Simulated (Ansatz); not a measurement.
CH$_{3}$ClF$_{2}$MoO$_{2}$ (`C[O][Mo](=[O])([F])([F])[Cl]`). Total charge 0; spin multiplicity 1. Mo takes the def2 core potential.

```xyz
10

C     1.4580    0.8303   -0.3020
O     0.1467    0.7361    0.1717
Mo   -1.1828   -0.5021    0.3618
O    -2.4966    0.4450    0.6553
F    -0.4100   -1.0384    1.9584
F    -1.8886   -2.2105    0.3559
Cl   -1.0061   -0.8252   -1.9079
H     1.4725    0.5156   -1.3523
H     1.7870    1.8671   -0.2205
H     2.1199    0.1821    0.2796
```

What are the harmonic wavenumbers in cm⁻¹ at PBE0-D4/def2-TZVP (Ansatz, finite differences of forces, unscaled)? (An estimate is asked.)

The calculation gave: 47, 76, 118, 139, 222, 257, 285, 310, 314, 371, 384, 595, 667, 703, 1107, 1140, 1158, 1189, 1449, 1470, 1486, 3022, 3101, 3140.

Is this a minimum?

Yes, all 24 modes are real.

Give the ideal-gas thermochemistry at 298.15 K and 1 bar (rigid rotor, harmonic oscillator; point group C1, symmetry number 1).

Zero-point energy 136.1 kJ/mol; H(298) − E = 162.8 kJ/mol; entropy 406.9 J/(mol·K), of which translation 175.9, rotation 121.6, vibration 109.4; G(298) − E = 41.5 kJ/mol. Modes under 100 cm⁻¹ are hindered rotations or soft bends, so the harmonic entropy is rough.
